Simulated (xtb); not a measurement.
Fe, triplet (GFN-xTB shapes and energies of metal compounds can be far from the true ones) (another spin typed on purpose, not shown lowest); GFN1-xTB (xtb).

The xtb input:
```
$ xtb mol.xyz --gfn 1 --chrg 0 --uhf 2 --json

# file mol.xyz
1

Fe     0.00000000     0.00000000     0.00000000
```

It wrote (shortened):

```
   ID    Z sym.   atoms
    1   26 Fe     1

           -------------------------------------------------
          |                Calculation Setup                |
           -------------------------------------------------

           -------------------------------------------------
          |                 G F N 1 - x T B                 |
           -------------------------------------------------

          ...................................................
          :                      SETUP                      :
          :.................................................:
          :  # basis functions                  10          :
          :  # atomic orbitals                   9          :
          :  # shells                            3          :
          :  # electrons                         8          :
          :  # halogen bonds                     0          :
          :  max. iterations                   250          :
          :  Hamiltonian                  GFN1-xTB          :
          :  restarted?                      false          :
          :  GBSA solvation                  false          :
          :  PC potential                    false          :
          :  electronic temp.          300.0000000     K    :
          :  accuracy                    1.0000000          :
          :  -> integral cutoff          0.2500000E+02      :
          :  -> integral neglect         0.1000000E-07      :
          :  -> SCF convergence          0.1000000E-05 Eh   :
          :  -> wf. convergence          0.2000000E-04 e    :
          :  Broyden damping             0.4000000          :
          :  net charge                          0          :
          :  unpaired electrons                  2          :
          ...................................................

 iter      E             dE          RMSdq      gap      omega  full diag
   1     -2.8475267 -0.284753E+01  0.283E+01    3.09       3.1  T
   2     -2.8475267  0.000000E+00  0.226E+01    3.04       3.0  T
   3     -2.8475267  0.000000E+00  0.174E+01    2.99       3.0  T
   4     -2.8475267  0.000000E+00  0.139E+01    2.96       3.0  T
   5     -2.8475267  0.000000E+00  0.112E+01    2.94       2.9  T
   6     -2.8475267  0.000000E+00  0.892E+00    2.92       2.9  T
   7     -2.8475267  0.000000E+00  0.714E+00    2.91       2.9  T
   8     -2.8475267  0.000000E+00  0.571E+00    2.89       2.9  T
   9     -2.8475267  0.000000E+00  0.457E+00    2.88       2.9  T
  10     -2.8475267  0.000000E+00  0.365E+00    2.88       2.9  T
  11     -2.8475267  0.000000E+00  0.292E+00    2.87       2.9  T
  12     -2.8475267  0.000000E+00  0.234E+00    2.87       2.9  T
  13     -2.8475267  0.000000E+00  0.187E+00    2.86       2.9  T
  14     -2.8475267  0.000000E+00  0.150E+00    2.86       2.9  T
  15     -2.8475267  0.000000E+00  0.120E+00    2.86       2.9  T
  16     -2.8475267  0.000000E+00  0.958E-01    2.85       2.9  T
  17     -2.8475267  0.000000E+00  0.766E-01    2.85       2.9  T
  18     -2.8475267  0.000000E+00  0.613E-01    2.85       2.9  T
  19     -2.8475267  0.000000E+00  0.490E-01    2.85       2.8  T
  20     -2.8475267  0.000000E+00  0.392E-01    2.85       2.8  T
  21     -2.8475267  0.000000E+00  0.314E-01    2.85       2.8  T
  22     -2.8475267  0.000000E+00  0.251E-01    2.85       2.8  T
  23     -2.8475267  0.000000E+00  0.201E-01    2.85       2.8  T
  24     -2.8475267  0.000000E+00  0.161E-01    2.85       2.8  T
  25     -2.8475267  0.000000E+00  0.129E-01    2.85       2.8  T
  26     -2.8475267  0.000000E+00  0.103E-01    2.85       2.8  T
  27     -2.8475267  0.000000E+00  0.823E-02    2.85       2.8  T
  28     -2.8475267  0.000000E+00  0.658E-02    2.85       2.8  T
  29     -2.8475267  0.000000E+00  0.527E-02    2.85       2.8  T
  30     -2.8475267  0.000000E+00  0.421E-02    2.85       2.8  T
  31     -2.8475267  0.000000E+00  0.337E-02    2.85       2.8  T
[...]
  47     -2.8475267  0.000000E+00  0.949E-04    2.85       2.8  T
  48     -2.8475267  0.000000E+00  0.759E-04    2.85       2.8  T
  49     -2.8475267  0.000000E+00  0.607E-04    2.85       2.8  T
  50     -2.8475267  0.000000E+00  0.486E-04    2.85       2.8  T
  51     -2.8475267  0.000000E+00  0.389E-04    2.85       2.8  T
  52     -2.8475267  0.000000E+00  0.311E-04    2.85       2.8  T
  53     -2.8475267  0.000000E+00  0.249E-04    2.85       2.8  T
  54     -2.8475267  0.000000E+00  0.199E-04    2.85       2.8  T
  55     -2.8475267  0.000000E+00  0.159E-04    2.85       2.8  T

   *** convergence criteria satisfied after 55 iterations ***

 transition dipole moment (au) for excitation:           4           5
     X       Y       Z
   0.0000   0.0000   0.0000  total (au/Debye):    0.000   0.000
 dE (eV)             :    0.000
 oscillator strength :  0.00000E+00

         :::::::::::::::::::::::::::::::::::::::::::::::::::::
         ::                     SUMMARY                     ::
         :::::::::::::::::::::::::::::::::::::::::::::::::::::
         :: total energy              -2.847526672935 Eh    ::
         :: gradient norm              0.000000000000 Eh/a0 ::
         :: HOMO-LUMO gap              2.845226697079 eV    ::
         ::.................................................::
         :: SCC energy                -2.847526672935 Eh    ::
         :: -> electrostatic           0.008890420819 Eh    ::
         :: repulsion energy           0.000000000000 Eh    ::
         :: dispersion energy          0.000000000000 Eh    ::
         :: halogen bond corr.         0.000000000000 Eh    ::
         :: add. restraining           0.000000000000 Eh    ::
         :: total charge               0.000000000001 e     ::
         :::::::::::::::::::::::::::::::::::::::::::::::::::::

           -------------------------------------------------
          |                Property Printout                |
           -------------------------------------------------

    * Orbital Energies and Occupations

         #    Occupation            Energy/Eh            Energy/eV
      -------------------------------------------------------------
         1        1.6000           -0.2605072              -7.0888
         2        1.6000           -0.2605072              -7.0888
         3        1.6000           -0.2605072              -7.0888
         4        1.6000           -0.2605072              -7.0888
         5        1.6000           -0.2605072              -7.0888 (HOMO)
         6                         -0.1559471              -4.2435 (LUMO)
         7                         -0.1003265              -2.7300
         8                         -0.1003265              -2.7300
         9                         -0.1003265              -2.7300
      -------------------------------------------------------------
                  HL-Gap            0.1045602 Eh            2.8452 eV
             Fermi-level           -0.2341746 Eh           -6.3722 eV

  Mulliken/CM5 charges         n(s)   n(p)   n(d)
     1Fe    0.00000  0.00000   0.000  0.000  8.000

Wiberg/Mayer (AO) data.
largest (>0.10) Wiberg bond orders for each atom

 ---------------------------------------------------------------------------
     #   Z sym  total        # sym  WBO       # sym  WBO       # sym  WBO
 ---------------------------------------------------------------------------
     1  26 Fe   0.000
 ---------------------------------------------------------------------------

 dipole moment from electron density (au)
     X       Y       Z
   0.0000   0.0000   0.0000  total (Debye):    0.000

           -------------------------------------------------
          | TOTAL ENERGY               -2.847526672935 Eh   |
          | GRADIENT NORM               0.000000000000 Eh/α |
          | HOMO-LUMO GAP               2.845226697079 eV   |
           -------------------------------------------------

normal termination of xtb
```
